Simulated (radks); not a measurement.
Polarisability of the chlorine ion Cl5+, [Ne] 3s2, at imaginary frequency. Method: non-relativistic Kohn-Sham, LDA (Slater exchange, Perdew-Wang correlation), spin-unpolarised, spherical densities, point nucleus; computed with a radial shooting solver on a logarithmic mesh with Libxc functionals. Response by self-consistent Sternheimer equations with the Hartree and adiabatic LDA kernel.

w (hartree)  alpha1(iw) (bohr^3)  alpha2(iw) (bohr^5)
0.00266                    2.797                3.161
0.0143                     2.796                3.161
0.0360                     2.789                3.159
0.0697                     2.769                3.153
0.118                      2.718                3.138
0.186                      2.609                3.104
0.280                      2.405                3.033
0.413                      2.069                2.897
0.605                      1.606                2.648
0.892                      1.092                2.234
1.35                      0.6474                1.650
2.12                      0.3412                1.004
3.59                      0.1648               0.4752
6.94                     0.07257               0.1609
17.5                     0.02150              0.03125

Static values: alpha1 = 2.797 bohr^3 (0.4145 angstrom^3; uncoupled 4.678), alpha2 = 3.161 bohr^5, alpha3 = 5.787 bohr^7. C6 = 4.260, C8 = 32.19, triple-dipole C9 = 8.684 atomic units. One-pole (London) frequency 4 C6 / (3 alpha1^2) = 0.726 hartree, against 3.280 for minus the highest occupied eigenvalue. The dipole shielding factor is 0.706, as the force sum rule N/Z = 0.706 demands.
